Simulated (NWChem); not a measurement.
System: dimethyl selenide (C2H6Se); SMILES C[Se]C

Program: NWChem. All runs use the structure optimised with PBE0/def2-SVP. Ions are spin-unrestricted doublets at the neutral geometry; other ion states weren't tried.

For level PBE/def2-SVP:

| Item | Result |
|---|---|
| −ε(HOMO) (eV) | 4.66 |

### Question
Estimate the same quantities for level PBE0/def2-SVP.

### Answer
| Item | Value |
|---|---|
| −ε(HOMO) (eV) | 5.88 |
